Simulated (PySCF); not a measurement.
**SMILES C#CC1=CC=CC1=C1C=C1, C10H6**

Geometry (Å), atoms numbered from 1 in this order:
```xyz
16

C    -0.3977    2.9861   -1.3990
C    -0.5379    1.8626   -0.9520
C    -0.6673    0.5568   -0.4226
C    -1.7884   -0.2470   -0.3924
C    -1.4528   -1.4933    0.2440
C    -0.1313   -1.4726    0.6107
C     0.4142   -0.1965    0.2119
C     1.6812    0.2586    0.3743
C     3.0272    0.1490    0.8096
C     2.6539    1.2767    0.2128
H    -0.3014    3.9769   -1.8009
H    -2.7665    0.0252   -0.7884
H    -2.1484   -2.3176    0.4040
H     0.4264   -2.2631    1.1121
H     3.8107   -0.4357    1.2872
H     2.9004    2.2719   -0.1491
```

Method: PySCF, quadratic response CAM-B3LYP/aug-cc-pVDZ first hyperpolarisability, Taylor convention, gas phase. Geometry: PBE0-D3(BJ)/def2-SVP.

Give β for the processes computed.

In au, Taylor convention; the vector part is βᵢ = ⅓ Σⱼ (βᵢⱼⱼ + βⱼᵢⱼ + βⱼⱼᵢ); β∥ is 3/5 of the vector part along the dipole, the dipole points from − to +:
```
                   process  λ (nm)  β vector norm     β∥  β HRS  depolarisation ratio
           static β(0;0,0)       ∞          344.0  -33.5  154.5                  3.96
second harmonic β(−2ω;ω,ω)    1907          373.5  -38.5  166.5                  4.14
         Pockels β(−ω;ω,0)    1907          353.4  -34.9      –                     –
second harmonic β(−2ω;ω,ω)    1064          454.9  -60.8  202.1                  4.09
         Pockels β(−ω;ω,0)    1064          375.7  -38.9      –                     –
```

Which lowest excitations, dipole and polarisabilities go with it?

S1 3.68 eV (f = 0.101); S2 4.12 eV (f = 0.001); S3 4.29 eV (f = 0.019); dipole 4.90 D; isotropic α 126.5 au static, 127.4 au at 1907 nm, 129.5 au at 1064 nm, 130.3 au at 953.5 nm, 141.2 au at 532 nm.
